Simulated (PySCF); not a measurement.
Al(H)3 anion (AlH₃), SMILES [AlH3] (connectivity only; charge and spin as stated), charge -1, multiplicity 2.

Coordinates come from a B3LYP-D3(BJ)/def2-TZVPD optimisation. The multiplicity is an assumed one; other spin states were not compared. The isomer is the one that the SMILES or the coordinates give; other isomers of the formula were not compared.

All values below come from PySCF with ωB97X/def2-TZVPD.

Question: Estimate the frontier levels, dipole moment and polarisability. (The exact figures need the calculation; the answer reports its results.)

Answer: 
```yaml
"α spin, highest occupied and lowest empty level": -0.94 and 5.23 eV
"β spin, highest occupied and lowest empty level": -4.90 and 4.69 eV
dipole_moment_about_the_centre_of_nuclear_charge: 0.56 D
mean_static_polarisability: 82.2 bohr³ (12.18 Å³)
polarisability_principal_values: 75.9, 75.9, 94.8 bohr³
"⟨S²⟩": 0.751 (pure state 0.75)
```
